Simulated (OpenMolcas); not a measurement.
Cl3+: effect of the active space

```yaml
Program: OpenMolcas 26.06
Method: CASSCF
Basis: ANO-RCC-MB
Scalar_Hamiltonian: DKH2, point nucleus
Spin-orbit_coupling: state interaction with AMFI integrals over the reference wave functions, term energies averaged over their components
```

A. 2 electrons in 3 orbitals (3p); 2S+1 = 3 even, 3 roots; 2S+1 = 1 even, 6 roots; cost roughly 2.7 core-seconds
B. 4 electrons in 4 orbitals (3s 3p); 2S+1 = 3 even, 6 roots; 2S+1 = 1 even, 12 roots; 2S+1 = 5 odd, 1 root; 2S+1 = 3 odd, 9 roots; 2S+1 = 1 odd, 8 roots; cost roughly 19 core-seconds

Energies in cm-1 above 3s2 3p2 3P0, the measured ground level; measured values from Moore, Atomic Energy Levels, vol. I, NSRDS-NBS 35 (1971 reprint of NBS Circular 467, 1949).

```
      Level      A      B  Measured
3s2 3p2 3P0    0.0    0.0       0.0
3s2 3p2 3P1    278    277       491
3s2 3p2 3P2    790    778      1341
3s2 3p2 1D2  13354  13346     13766
3s2 3p2 1S0  32564  25890     32550
```

Deviations, from unrounded energies. A percentage is the sum of absolute deviations over the sum of measured energies, with the sign that they share, or ± where signs differ.

```tsv
Against measurement	Levels	A	B
mean absolute deviation (cm-1)	4	300	2000
fine structure of the ground term (%)	2	-41.7	-42.4
other terms of the ground configuration (%)	2	±0.9	-15.3
```

A lies closest to measurement on these levels. The largest miss of A in the table is 3s2 3p2 3P2, by -550 cm-1. The ranking rests on the paired levels alone, and a cruder setting can come out closer through cancelling errors.

Between A and B the level of the table that moves most is 3s2 3p2 1S0, by 6700 cm-1 (lowest in B, highest in A).

The basis is small and was not contracted for so high a charge. With the s shell closed, the reference lacks s² → p² mixing (holds for A). Computed and measured levels are paired by configuration, term and J; levels that our copy of the source lacks, or whose pairing is in doubt (as where it misses far off the trend of its configuration), stay unpaired and out of the deviations. Levels of configurations outside the active space are missing. The table leaves out levels that lie high or whose names do not pair safely across all columns.
